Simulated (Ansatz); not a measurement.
An input meant for B₄As₅H₁₆²⁺, a cluster cut from zinc blende BAs (hydrogen-capped) (charge 2, doublet).

```yaml
crystal:
  periodic: [false, false, false]
  atoms:
    - {symbol: As, position_ang: [0.239470, -2.379969, 0.021994]}
    - {symbol: As, position_ang: [0.233160, 0.023167, -2.380277]}
    - {symbol: As, position_ang: [-2.068589, -0.006444, -0.000750]}
    - {symbol: As, position_ang: [0.231599, -0.022378, 2.380619]}
    - {symbol: As, position_ang: [0.224849, 2.381164, -0.021084]}
    - {symbol: B, position_ang: [-0.942927, -1.229335, -1.226943]}
    - {symbol: B, position_ang: [1.381450, -1.457349, 1.461190]}
    - {symbol: B, position_ang: [1.372355, 1.466997, -1.461347]}
    - {symbol: B, position_ang: [-0.951429, 1.222952, 1.226704]}
    - {symbol: H, position_ang: [1.122592, -3.244254, -0.859342]}
    - {symbol: H, position_ang: [-0.687286, -3.440021, 0.596072]}
    - {symbol: H, position_ang: [1.117609, -0.855626, -3.245804]}
    - {symbol: H, position_ang: [-0.697660, 0.593387, -3.438824]}
    - {symbol: H, position_ang: [-3.036848, -0.836506, 0.825495]}
    - {symbol: H, position_ang: [-3.040383, 0.818172, -0.828307]}
    - {symbol: H, position_ang: [-0.696464, -0.600014, 3.437580]}
    - {symbol: H, position_ang: [1.108981, 0.861714, 3.247930]}
    - {symbol: H, position_ang: [-0.707711, 3.436748, -0.593953]}
    - {symbol: H, position_ang: [1.103133, 3.249295, 0.861315]}
    - {symbol: H, position_ang: [-1.652189, -1.928219, -1.924299]}
    - {symbol: H, position_ang: [1.759864, -2.274273, 2.279063]}
    - {symbol: H, position_ang: [2.256080, -0.854338, 0.861334]}
    - {symbol: H, position_ang: [1.743592, 2.286885, -2.279565]}
    - {symbol: H, position_ang: [2.252263, 0.870854, -0.862382]}
    - {symbol: H, position_ang: [-1.665500, 1.917391, 1.923591]}
basis:
  gaussian: {orbitals: def2-SVP, final_grid: {core_spheres: 1, valence_spheres: 1, degree: 5}}
total_charge: 2
magnetization: {spin_polarized: true, initial_magnetization: 1}
hamiltonian: {xc: {name: PBE}}
accuracy: high
scf: {lower_state_search: off}
```

```sh
$ ansatz run in.yaml --threads 4 --pin off --events-out ev --progress --plain --max-ram 6963MiB
```

It prints (some lines left out):

```
Functional definition: PBE
6670 factors; integrals over basis functions are off by at most 3.8e-8 eV
mean field evaluation 1: about -307044.7584 eV, gradient 5.6e1 eV
mean field evaluation 2: about -307011.3344 eV, gradient 8.7e1 eV
mean field evaluation 4: about -307062.5605 eV, gradient 1.5e1 eV
mean field evaluation 8: about -307064.7170 eV, gradient 9.2e-1 eV
mean field evaluation 16: about -307120.1289 eV, gradient 2.5e1 eV
mean field -307124.84259167 eV, -11286.6297885487 hartree, gradient 2.3e-8 eV, S^2 0.752720; 0 other end points of the search recorded, 0 dependent functions left out
reference -307124.84266222 eV, -11286.6297911413 hartree; 100, 99 occupied and 196, 197 virtual orbitals, 6670 factors
Total energy: -307124.84266222 eV, -11286.6297911413 hartree
Checks for a lower state left out: stability, starts, cluster_reference, orbital_swaps, neighbouring_geometries, increment
```

In this input the integration grid is far too coarse. Self-consistency was reached. The result belongs to that input, not to the species as meant.
